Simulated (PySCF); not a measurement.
Estimate the missing entries of this data sheet.

Compound: C₃H₁₅OPSi₃.
SMILES with atom numbers: `[CH3:1][CH2:2][Si@@H:3]([O:4][SiH3:5])[Si@@H:6]([CH3:7])[PH2:8]` (hydrogens: H9, H10, H11 on C1; H12, H13 on C2; H14 on Si3; H15, H16, H17 on Si5; H18 on Si6; H19, H20, H21 on C7; H22, H23 on P8)

Conformer (atom-mapped SMILES and torsion angles): `[CH3:1][CH2:2][Si@@H:3]([O:4][SiH3:5])[Si@@H:6]([CH3:7])[PH2:8]`: C1–C2–Si3–O4 175°, C2–Si3–O4–Si5 148°, C2–Si3–Si6–C7 138°, H–P8–Si6–Si3 -51°, H–P8–Si6–Si3 42°.

| property | level | value |
| --- | --- | --- |
| point group of the GFN2-xTB geometry | GFN2-xTB | ? |
| rotational constants A, B, C of the GFN2-xTB geometry | GFN2-xTB | ? |
| dipole moment | PBE0/pcSseg-1 | 1.04 D |
| HOMO energy | PBE0/pcSseg-1 | ? |
| LUMO energy | PBE0/pcSseg-1 | ? |
| 13C chemical shifts (computed TMS as zero) by class | GIAO PBE0/pcSseg-1 | ? |
| 1H chemical shifts (computed TMS as zero) by class | GIAO PBE0/pcSseg-1 | 5.41 (H14), 5.13 (H15/H16/H17), 4.24 (H18), 1.23 (H12), 1.12 (H22/H23), 0.98 (H13), 0.93 (H9/H10/H11), 0.34 (H19/H20/H21) ppm |
| isotropic shieldings of nuclei other than C and H, by class | GIAO PBE0/pcSseg-1 | ? |

Electronic properties: PySCF, gas phase, density fitting. NMR classes are plain means over equivalent atoms (diastereotopic ones count apart unless rotation or inversion swaps them), as if these changed places fast; in this geometry the members of some classes differ.

Problem. What is the HOMO energy?

Solution. -7.10 eV.

Problem. The 13C chemical shifts (computed TMS as zero) by class?

Solution. 14.0 (C2), 6.9 (C1), -4.7 (C7) ppm.

Problem. The isotropic shieldings of nuclei other than C and H, by class?

Solution. 326 (O4), 354 (Si3), 393 (Si5), 409 (Si6), 622 (P8) ppm.

Problem. The point group of the GFN2-xTB geometry?

Solution. C1.

Problem. The rotational constants A, B, C of the GFN2-xTB geometry?

Solution. 0.834, 0.759, 0.487 GHz.

Problem. Give the LUMO energy.

Solution. -0.58 eV.

The rotational constants make it an asymmetric top with κ = (2B − A − C)/(A − C) = 0.6, nearer the oblate limit (+1). The dipole equals about 3.5 × 10⁻³⁰ C·m (1 D = 3.33564 × 10⁻³⁰ C·m). A dipole of 1.04 D is allowed in C1, and pure rotational transitions are dipole-allowed.

For the NMR shielding job (PBE0/pcSseg-1), hardware: one thread, Intel Xeon at 2.50 GHz (x86_64) (shared host). Cost: 3.0 min wall, 2.6 min CPU, 1.1 GiB resident at most.

One conformer stands for the species.
